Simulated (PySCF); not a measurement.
## How methods differ on the ionisation energy of Cr

Cr [Ar] 3d5 4s1 (7S) → Cr⁺ [Ar] 3d5 (6S), as a difference of total energies. All numbers are calculated (PySCF 2.14, no relativity, point nucleus, in aug-cc-pwCVTZ (10s9p7d4f3g, 127 functions)). Correlated levels: valence: [Ar] frozen. The calculations carry no spin-orbit coupling.

| method | ionisation energy (eV) |
| --- | --- |
| UHF | 5.902 |
| MP2 (valence) | 6.396 |
| SCS-MP2 (valence) | 6.067 |
| CCSD (valence) | 6.425 |
| CCSD(T) (valence) | 6.468 |

Question: How much does correlation contribute at CCSD(T) (valence)?

Answer: 6.468 − (5.902) = 0.566 eV, measured against UHF.

These non-relativistic numbers lack the scalar-relativistic shift.

Errors of the correlated levels include the incompleteness of this basis and the frozen core.

For comparison: 6.767 eV (measured; NIST Atomic Spectra Database, ionization energies).
